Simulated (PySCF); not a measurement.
## TaO from Hartree–Fock to correlated methods

State: ²Δ (doublet), unpaired electrons δ ↑. Set-up: Ta def2-TZVPP with ECP60, O def2-TZVPP; scalar-relativistic core potentials (PySCF 2.14). De refers to Ta (5d3 6s2) + O in their high-spin ground configurations, without counterpoise correction. The functionals are run spin-unrestricted. A positive dipole means Ta(−)O(+).

```csv
Level,Re (Å),ωe (cm⁻¹),De (eV),μ (D)
ROHF,1.667,1123,n/a,-3.33
ROHF-MP2,1.697,1024,n/a,n/a
ROHF-SCS-MP2,1.697,1027,n/a,n/a
ROHF-CCSD,1.686,1066,7.46,n/a
ROHF-CCSD(T),1.701,1017,8.01,n/a
LDA,1.683,1052,n/a,-2.58
PBE,1.695,1022,n/a,-2.54
BP86,1.698,1019,n/a,-2.56
TPSS,1.699,1021,n/a,-2.67
r²SCAN,1.688,1047,n/a,-2.53
PBE0,1.678,1070,n/a,-2.75
HSE06,1.680,1065,n/a,-2.77
B2PLYP,1.700,1013,n/a,-3.24
```

Question: What does a quarter of exact exchange do here, going from PBE to PBE0?

Answer: PBE0 less PBE: -1.7 pm in Re, +4.7 % in ωe. Exact exchange removes part of the self-interaction that spreads semilocal densities, and in most molecules shortens and stiffens the bond and lowers De; so it does here.

Question: What does the step from GGA to meta-GGA do here, going from PBE to r²SCAN?

Answer: r²SCAN less PBE: -0.7 pm in Re, +2.4 % in ωe. 

Question: What does the gradient correction do here, going from LDA to PBE?

Answer: PBE less LDA: +1.2 pm in Re, -2.9 % in ωe. The gradient correction favours the more uneven density of free atoms, so it tends to lengthen bonds and takes away much of the overbinding of LDA; so it does here.

Correlated steps freeze 1 core orbital. De is left out where the level can put another filling of the metal’s s and d shells below the measured ground configuration, by anything from nothing to about 1 eV. Spin–orbit coupling is left out, which matters for elements this heavy, above all for dissociation energies. B2PLYP dipoles, levels and charges come from its SCF part alone. The state is the lowest single determinant that the PBE0 search found; with open d or f shells the true ground state can be another one.

The whole job (state search and all levels along the bond) took about 12 min on 1 thread of Intel Xeon Platinum 8375C @ 2.90GHz (shared host), peak memory 3 GiB.
